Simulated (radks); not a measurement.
Values are calculated unless marked as measured or tabulated.
Q: Species: Ho L. Configuration: [Ar]. Code: a radial shooting solver on a logarithmic mesh with Libxc functionals. Model: scalar-relativistic Kohn-Sham, PBE, spin-polarised, spherical densities, finite nucleus; Fermi nuclear charge, rms radius 5.2022 fm. Some entries of the table are withheld. Estimate them.

orbital,occ.,eigenvalue (eV),<r^2> (bohr^2)
1s,2,-58754.01,0.0005882
2s,2,-12463.96,0.008987
2p,6,-11426.99,0.007260
3s,2,-4802.711,(1)
3p,6,-4488.707,0.05047
3d,0,(2),0.03940
4s,0,(3),(4)

A: 
(1) 3s <r^2> (bohr^2): 0.05195
(2) 3d eigenvalue (eV): -4167.413
(3) 4s eigenvalue (eV): -2502.253
(4) 4s <r^2> (bohr^2): 0.1832
